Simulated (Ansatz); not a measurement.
trans-CrF2(H2O)4 (CrO4F2H8). The state is a triplet with charge 0. Geometry B3LYP-D4/def2-SVP.

```xyz
15

Cr    0.001    0.000    0.000
F    -0.790   -0.218   -1.761
F     0.790    0.218    1.762
O    -0.571    2.069   -0.773
H    -1.387    2.420   -0.390
H    -0.855    1.458   -1.503
O     0.569   -2.068    0.775
H     0.858   -1.456    1.502
H     1.382   -2.422    0.389
O     1.952    0.848   -0.383
H     2.005    0.880    0.601
H     1.738    1.756   -0.654
O    -1.951   -0.849    0.383
H    -1.738   -1.757    0.653
H    -2.005   -0.879   -0.601
```

LC-ωPBE has ω = 0.4 bohr⁻¹. At PBE-D4/def2-TZVP, PBE-D4/def2-TZVPD, r2SCAN-D4/def2-TZVPD, B97M-V/def2-TZVP and others the charge 0 triplet is spin-contaminated (final ⟨S²⟩ up to 2.73, 2.00 for a pure state). The geometry of the triplet was relaxed on an unsound state (⟨S²⟩ 2.56, where a pure state has 2.00). At PBE0-D4/def2-TZVP a quintet of charge 0 lies 1.91 eV below the triplet, each at its own geometry.

**Question.** Estimate the α-spin orbital energies around the gap (eV) in Ansatz with PBE-D4/def2-TZVP, PBE-D4/def2-TZVPD, r2SCAN-D4/def2-TZVPD, B97M-V/def2-TZVP, LC-ωPBE/def2-TZVP.

**Answer.** 
```
orbital  PBE-D4/def2-TZVP  PBE-D4/def2-TZVPD  r2SCAN-D4/def2-TZVPD  B97M-V/def2-TZVP  LC-ωPBE/def2-TZVP
 HOMO−9             -8.78              -8.85                 -9.17             -9.23             -13.59
 HOMO−8             -8.68              -8.77                 -9.09             -9.16             -13.50
 HOMO−7             -8.33              -8.43                 -8.74             -8.76             -13.03
 HOMO−6             -8.09              -8.18                 -8.52             -8.56             -12.88
 HOMO−5             -8.04              -8.13                 -8.43             -8.49             -12.75
 HOMO−4             -7.83              -7.92                 -8.24             -8.28             -12.49
 HOMO−3             -7.69              -7.79                 -8.12             -8.16             -12.35
 HOMO−2             -3.93              -4.01                 -4.46             -4.55              -9.08
 HOMO−1             -3.77              -3.86                 -4.32             -4.40              -8.88
   HOMO             -3.40              -3.49                 -3.93             -4.00              -8.50
   LUMO             -1.77              -1.87                 -1.10             -1.27               1.51
 LUMO+1             -1.51              -1.62                 -0.80             -0.80               2.94
 LUMO+2             -0.91              -1.12                 -0.41             -0.49               2.96
 LUMO+3              0.02              -0.69                 -0.03              0.29               3.10
 LUMO+4              0.49              -0.40                  0.22              0.78               3.69
 LUMO+5              1.03               0.35                  0.88              1.36               3.99
 β HOMO             -2.43              -2.51                 -2.72             -2.72              -7.45
 β LUMO             -1.42              -1.55                 -0.95             -1.11               1.52
```
